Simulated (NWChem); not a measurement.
Species: SF3, doublet; SMILES F[S](F)F

```xyz
4

F     -1.6695     0.0000     0.2884
S      0.0000     0.0000     0.3692
F      1.6695     0.0000     0.2884
F      0.0000     0.0000    -1.2260
```
Atoms are numbered in this order, from 1.

This is a stationary point of PBE0/def2-SVP, spin-unrestricted (NWChem), point group C2v. 

**Question.** Is it a minimum? If not, what does it relax to?

**Answer.** No. It has an imaginary frequency of 134i cm⁻¹. Following that mode (on a finer grid) lowers the energy by 0.4 kcal/mol and ends, with real frequencies alone, at point group Cs:
```xyz
4

F     -1.6496     0.1718     0.3011
S      0.0000    -0.0914     0.3531
F      1.6495     0.1718     0.3011
F      0.0000    -0.0234    -1.2413
```
